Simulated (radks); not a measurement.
Ionisation of neutral indium, [Kr] 4d10 5s2 5p1, to [Kr] 4d10 5s2 as the strength of local exchange is varied. Calculated with a radial shooting solver on a logarithmic mesh with Libxc functionals: scalar-relativistic Kohn-Sham, Slater X-alpha exchange (alpha = 2/3 is LDA exchange), no correlation, spin-polarised, spherical densities, finite nucleus; open shells are filled with parallel spins first (spin-orbit coupling, left out, can overturn this in heavy ions); Fermi nuclear charge, rms radius 4.6156 fm.

| alpha | E(In) (hartree) | exchange (hartree) | IE (eV) | -e of the level emptied (eV) | <r> of it (bohr) |
|---|---|---|---|---|---|
| 0.631 | -5863.63792 | -141.33758 | 4.678 | 2.054 (5p) | 3.926 |
| 0.635 | -5864.53589 | -142.25525 | 4.702 | 2.074 (5p) | 3.917 |
| 0.667 | -5871.72461 | -149.60640 | 4.895 | 2.241 (5p) | 3.844 |
| 0.669 | -5872.17420 | -150.06642 | 4.908 | 2.251 (5p) | 3.840 |
| 0.791 | -5899.66374 | -178.25615 | 5.679 | 2.934 (5p) | 3.600 |
| 1.021 | -5951.83410 | -232.08524 | 7.271 | 4.408 (5p) | 3.254 |

NIST Atomic Spectra Database: 5.786 eV (measured). The Delta-SCF value meets it near alpha = 0.81. Open shells are spherical and high-spin; term and fine-structure splittings are not resolved. Spin-orbit splitting is averaged out at the scalar-relativistic level.
